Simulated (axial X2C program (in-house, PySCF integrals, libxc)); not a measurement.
Values are calculated unless marked as measured or tabulated.
# AlGe⁻: input and output

Program: an in-house relativistic program for diatomic molecules.

Input file and command:
```json
{
 "zs": [
  32,
  13
 ],
 "q": -1,
 "bas": [
  "dyall-av3z",
  "dyall-av3z"
 ],
 "levels": [
  "PBE0",
  "HF",
  "B97-3",
  "B3LYP"
 ],
 "cc": false,
 "r0": 2.47,
 "npts": 10,
 "nst": 2,
 "ntry": 6
}
```
```bash
python so2c.py task.json out
```

Keys: zs atomic numbers; q charge; bas basis sets; levels methods; cc coupled cluster on or off; r0 starting distance in Å; npts points on the curve; nst determinants followed; ntry starts of the search. HF also brings MP2.

Output of the B97-3 step, two-component, at R = 2.487 Å for the state Ω = 1. It starts from PBE0 orbitals of this distance.

```
two-component X2C + atomic mean field  B97-3
basis functions 159  fitting functions 906  grid points 5084
iter        total energy     max residual
   1      -2340.813973606     2.63e-02
   2      -2340.815110875     4.07e-03
   3      -2340.815279838     5.37e-03
   4      -2340.815423708     1.67e-03
   5      -2340.815537208     2.42e-03
   6      -2340.815637399     2.97e-03
   7      -2340.815773699     2.18e-03
   8      -2340.815860004     8.62e-04
   9      -2340.815893537     9.73e-04
  10      -2340.815897104     1.32e-04
  11      -2340.815897448     5.36e-05
  12      -2340.815897482     1.96e-05
  13      -2340.815897495     4.06e-06
  14      -2340.815897495     1.35e-06
converged
one-electron -3444.55181322  Coulomb 1114.75392792  exact exchange -26.05332416  xc functional -72.73062284  nuclear repulsion 88.51536781  atomic mean-field constant -0.74943301
```
Energies are in hartree; totals compare only within one Hamiltonian and basis.
